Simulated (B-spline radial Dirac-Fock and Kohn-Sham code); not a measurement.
How the levels of mercury move as electrons are removed

Calculated with a radial B-spline solver, using Dirac-Fock ΔSCF + Breit + QED. Each ion is free and in its tabulated ground configuration. Electron correlation is not included.

Reference: Hg⁴⁸⁺, [Ar] 3d10 4s2 4p2, with K 85678.0 eV, L3 14826.9 eV, M2 5708.3 eV, M4 4818.9 eV, M5 4723.0 eV, Kα1 (K-L3) 70851.1 eV, Kβ1 (K-M3) 80421.0 eV. Shifts from it, in eV (a dash: the subshell is empty, belongs to an open shell averaged over j, or its hole state is left out as unreliable):

```csv
ion,configuration,K,L3,M2,M4,M5,Kα1,Kβ1
Hg⁴⁹⁺,[Ar] 3d10 4s2 4p1,+100.2,+90.9,+80.4,+81.9,+81.5,+9.26,+20.95
Hg⁵⁰⁺,[Ar] 3d10 4s2,+201.5,+182.7,+161.4,+164.5,+163.8,+18.74,+42.37
Hg⁵¹⁺,[Ar] 3d10 4s1,+301.4,+276.0,+244.6,+248.9,+247.8,+25.43,+60.32
Hg⁵²⁺,[Ar] 3d10,+405.9,+370.0,+328.4,+333.9,+332.5,+35.91,+82.28
Hg⁵³⁺,[Ar] 3d9,?,?,?,?,?,?,?
```

Q: Give the missing shifts for Hg⁵³⁺.

A: K +587.9, L3 +546.0, M2 +463.0, M4 –, M5 –, Kα1 +41.94, Kβ1 +134.70 (eV).

Over this range K (1s) moves by +587.9 eV and Kα1 by +41.9 eV: a line is a difference of two levels that shift in the same direction.
